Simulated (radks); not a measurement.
The nuclear charge of the bromine ion Br2+ is varied continuously with 33 electrons held in [Ar] 3d10 4s2 4p3. All-electron calculation, scalar-relativistic Kohn-Sham, SCAN, spin-unpolarised, spherical densities, finite nucleus; meta-GGA in the generalised Kohn-Sham scheme; Fermi nuclear charge, rms radius 4.1629 fm. Program: a radial shooting solver on a logarithmic mesh with Libxc functionals. By the Hellmann-Feynman theorem dE/dZ = E(electron-nucleus)/Z, the electronic potential at the nucleus (averaged over a nucleus of fixed radius). The scalar-relativistic energy here is not variational (the density holds large components alone), so the two differ by a part that grows with Z.

Z,E (hartree),E(electron-nucleus)/Z (hartree),HOMO,e(HOMO) (eV),<r> HOMO (bohr)
34,-2430.15938,-171.942,4p,-15.623,2.106
34.5,-2517.10276,-175.321,4p,-21.763,1.963
35,-2605.74247,-178.700,4p,-28.498,1.845
35.5,-2696.07875,-182.078,4p,-35.796,1.745
36,-2788.11213,-185.459,4p,-43.637,1.658

The central difference of E at Z = 35 is -178.976 hartree, to compare with the third column; the second derivative is -6.79 hartree.
